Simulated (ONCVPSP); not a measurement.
**Before and after: ONCV potential for zirconium (Zr)**

ONCVPSP 4.0.1 input, shortened (lines: element, Z, core and valence counts, functional; n l f; lmax; l rc ep ncon nbas qcut; lloc lpopt rc5 dvloc0; l nproj debl; icmod fcfact rcfact), PBEsol, fully relativistic:

```
  Zr 40.00    8    2  -116133      upf
    1    0    2.00
    2    0    2.00
    2    1    6.00
    3    0    2.00
    3    1    6.00
    3    2   10.00
    4    0    2.00
    4    1    6.00
    4    2    3.00
    5    0    1.00
    2
    0    3.25    0.00    4    8    1.80
    1    2.75    0.19    4    9    2.50
    2    2.95    0.00    4    9    6.10
    4    5    2.00    4.00
    0    3    0.60
    1    3    3.10
    2    3    3.30
    3    3.25    1.65
```

Open shells are filled in proportion to 2j + 1.

Change: core correction Teter function fitted to the true core (icmod 2), fcfact 0.7.

Cutoffs: the cutoffs (Ha) at which the residual kinetic energy of the hardest occupied pseudo-wave falls to 1 and 0.1 mHa per electron; they do not see the model core or the augmentation charge, which bear on the density cutoff. Errors are all-electron minus pseudo energies relative to the spin-unpolarised reference configuration.

Task: Predict the effect on cutoff, ghosts and configuration errors.

Result: The potential gets neither clearly harder nor softer (11 Ha and 13 Ha → 11 Ha and 13 Ha); of the 4 tests that both files solve, the error grows in 2 and shrinks in 2 by more than 15 % and 0.3 meV (median size 46.4 → 44.2 meV); neither file shows a bound ghost. A model core, the more so a compact one, raises the density cutoff, which this test does not measure.

```tsv
quantity	base	changed
cutoff, loose	11 Ha	11 Ha
cutoff, tight	13 Ha	13 Ha
bound ghosts	none	none
GHOST(+) flags under 300 eV	s at 67.9 eV, p1/2 at 193.8 eV, p3/2 at 194.5 eV	s at 67.9 eV, p1/2 at 193.8 eV, p3/2 at 194.5 eV
error for 4d2 5s2, meV [ΔE -1.21 eV]	-30	-36
error for 4d2 5s1, meV [ΔE 5.96 eV]	-50	-33
error for 4d2 5s0, meV [ΔE 18.87 eV]	-359	-53
error for 4d2 5s1 5p1, meV [ΔE 1.86 eV]	-43	-53
s: phases at 3.30 bohr within 0.05 rad from the reference energy up to (Ha; the scan ends near 5)	n/a	n/a
p3/2: phases at 2.79 bohr within 0.05 rad from the reference energy up to (Ha; the scan ends near 5)	to the end of the scan	to the end of the scan
p1/2: phases at 2.79 bohr within 0.05 rad from the reference energy up to (Ha; the scan ends near 5)	to the end of the scan	to the end of the scan
d5/2: phases at 3.00 bohr within 0.05 rad from the reference energy up to (Ha; the scan ends near 5)	0.8	0.8
d3/2: phases at 3.00 bohr within 0.05 rad from the reference energy up to (Ha; the scan ends near 5)	0.8	0.8
rms error of d²Exc/dni dnj with the model core, mHa	3.96	4.61
```

Base: The cutoffs count occupied waves only; projector 3 of the p channel, the hardest unoccupied one, needs 60 Ha at the loose tolerance. Changed file: The cutoffs count occupied waves only; projector 3 of the p channel, the hardest unoccupied one, needs 60 Ha at the loose tolerance.
